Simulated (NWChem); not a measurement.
Molecule: AlH2OF; SMILES [F][AlH][OH]

```xyz
5

Al    -0.4527    -0.0177     0.0000
H     -2.0177    -0.0367     0.0000
F      0.4033    -1.4445     0.0000
O      0.3696     1.4583     0.0000
H      1.3169     1.6016     0.0000
```
Atoms are numbered in this order, from 1.

All runs use the structure optimised with PBE0/def2-SVP.

Symmetry labels are those of Cs in the frame above (b1 and b2, or b-type labels, depend on it).

Problem. List the 4 lowest vertical singlet excitations from B3LYP/6-31G* (spherical d), full TDDFT (NWChem).

Solution. 
```tsv
state	energy (eV)	oscillator strength	symmetry	leading excitation (squared amplitude)
S1	7.31	0.028	a"	HOMO → LUMO+1 (0.96)
S2	7.41	0.003	a"	HOMO−1 → LUMO (0.97)
S3	7.45	0.006	a'	HOMO → LUMO (0.48)
S4	8.02	0.116	a"	HOMO−2 → LUMO (0.92)
```
